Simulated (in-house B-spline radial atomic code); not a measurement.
# RPA and G0W0 on SCAN: the caesium ion Cs⁸⁺

Configuration [Kr] 4d10 5s1, highest spin, mean-field start SCAN. Computed with an all-electron radial atomic-structure program (B-spline basis): all electrons, scalar-relativistic (spin-free one-electron X2C), finite nucleus, each spin shell either full or empty, empty states to l = 9 with an (l + 1/2)⁻⁴ tail; G0W0 by contour deformation at full frequency.

Command:
```bash
python run_gw.py task.json out
```
Settings (radii: box in bohr, nucleus in fm):
```
Z                        55
electrons                47
configuration            [Kr] 4d10 5s1
hamiltonian              x2c
method                   scan,scan
lmax                     9
rms_radius               4.8041
spin_polarised           True
box_radius               7.7
intervals                66
ion_configuration        [Kr] 4d10
```

Time taken, with all properties: 9.7 s on 1 thread of Arm Neoverse N1, with other jobs on the host.

Energies (hartree):

```csv
term,value
mean-field total,-7771.05227
Hartree-Fock functional on these orbitals,-7767.80953
direct second order,-4.2359
second-order exchange,1.1695
SOSEX correction,1.1022
```

Question: What is the RPA correlation energy, and what remains with SOSEX?

Answer: RPA gives -3.7951 hartree (-2.2 eV per electron); RPA + SOSEX gives -2.6929, and the second-order doubles -3.0664 hartree (no singles). RPA lacks exchange-type terms and so overcorrelates at short range.

Quasi-particle levels (eV):

| level | occupied | mean field | Σx - vxc | Σc | QP weight | G0W0 |
| --- | --- | --- | --- | --- | --- | --- |
| 5s up | yes | -119.98 | -4.06 | ? | ? | ? |
| 4d down | yes | -180.57 | -12.50 | 0.34 | 0.965 | -192.73 |
| 4d up | yes | -181.04 | -12.41 | 0.34 | 0.962 | -193.11 |
| 5s down | no | -116.05 | 8.22 | -3.22 | 0.968 | -111.05 |

G0W0 = mean field + (Σx - vxc) + Σc, with Σc (partial-wave tail included) taken at the quasi-particle energy. Only the outer levels were computed. Levels of low weight are left out.

Question: Where does G0W0 put 5s up?

Answer: At -126.55 eV, with Σc = -2.52 eV and a quasi-particle weight of 0.976. The tabulated removal energy is 125.61 ± 0.09 eV (NIST, semi-empirical); the calculation leaves out spin-orbit coupling, Breit and QED terms, and what these don't explain is the method's own error.

Question: What does it cost to remove one electron (to [Kr] 4d10) by differences of total energies, each species on its own start (correlation terms add to the Hartree-Fock functional)?

Answer: SCAN 125.90 eV, Hartree-Fock functional 123.78 eV, + RPA 126.27 eV, + RPA + SOSEX 125.49 eV, + second order 126.52 eV. Tabulated: 125.61 ± 0.09 eV (NIST, semi-empirical); the calculation leaves out spin-orbit coupling, Breit and QED terms, and what these don't explain is the method's own error.
